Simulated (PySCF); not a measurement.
## Germanium: a sound run and one with changed settings

Sound run: Ge²⁺ [Ar] 3d10 4s2, Ge³⁺ [Ar] 3d10 4s1. All numbers are calculated (PySCF 2.14, scalar relativity through the core potential, in cc-pVTZ-PP with ECP10MDF (5s4p3d1f, 39 functions)). In the sound run the correlated levels freeze 3s2 3p6 3d10 outside the core potential. The sound run starts from symmetry-adapted Hartree-Fock orbitals and uses a fine grid where one is needed.

A second run was set up differently.

```tsv
species	method	sound run (hartree)	changed run (hartree)	converged
Ge²⁺	MP2	-292.54916	-292.64000	yes
Ge³⁺	MP2	n/a	-291.41565	yes
```

Ionisation energy of Ge²⁺:

| method | sound run (eV) | changed run (eV) |
| --- | --- | --- |
| UHF | 32.194 | 32.194 |
| MP2 | 32.979 | 33.316 |
| SCS-MP2 | 33.136 | 33.423 |

(1) What was changed?
A. all electrons correlated in a valence basis
B. too few SCF iterations
C. a valence shell is frozen
D. minimal basis

## Answers

(1) A. A valence basis has no tight correlating functions, so it recovers only part of the core correlation, and not evenly between atom and ion.
